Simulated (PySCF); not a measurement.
Compound: C5H7FSi.
Numbering: `[CH3:1][Si@H:2]1[CH:3]=[CH:4][C:5]([F:6])=[CH:7]1`

Structure used (GFN2-xTB), in Å, numbered top down from 1:
```xyz
14
C5H7FSi angstrom
C     -2.179   -0.037    0.461
Si    -0.649    0.209   -0.634
C      0.675    1.323    0.135
C      1.791    0.613    0.326
C      1.707   -0.781   -0.080
F      2.806   -1.546    0.094
C      0.563   -1.234   -0.593
H     -1.906   -0.332    1.469
H     -2.758    0.879    0.524
H     -2.824   -0.807    0.049
H     -0.996    0.615   -2.001
H      0.613    2.366    0.394
H      2.714    0.985    0.746
H      0.441   -2.253   -0.911
```

Definitions: NICS(0) = −σiso at the ring centroid; NICS(1) = −σiso and NICS(1)zz = −σzz at ±1 Å along the ring normal z. Level: GIAO PBE0/pcSseg-1 (PySCF, non-relativistic, gas phase) on the GFN2-xTB geometry, one conformer.

Ring bond lengths (Å), with Mayer bond orders in brackets: Si2–C3 1.893 (0.86), C3–C4 1.336 (1.83), C4–C5 1.454 (1.08), C5–C7 1.334 (1.82), C7–Si2 1.885 (0.87).

Task: Give the NICS values of each ring in ppm.

Result: 
```json
{"ring": "Si2–C3–C4–C5–C7", "type": "5-membered ring with Si; formal bonds 2 double, 3 single", "NICS(0)": "-1.0", "NICS(1), two faces": "-1.9 / -1.8", "NICS(1)zz, two faces": "1.6 / 1.3", "rms pucker (Å)": "0.00", "centre to ring atoms, mean (Å)": "1.34"}
```

Task: What do they say, and how far can they be read as aromaticity?

Result: 
- Si2–C3–C4–C5–C7: mean NICS(1)zz 1.5 ppm, near zero. Si2 has four or more neighbours, so the value isn't read as a sign of a π ring current.

Task: List the ring angles and the Hirshfeld charges of the ring atoms.

Result: 
- Si2–C3–C4–C5–C7: Si2 89.5° (+0.372 e), C3 109.3° (-0.137 e), C4 114.9° (-0.051 e), C5 118.9° (+0.086 e), C7 107.4° (-0.185 e); sum 540.0° against 540° for a flat convex ring.
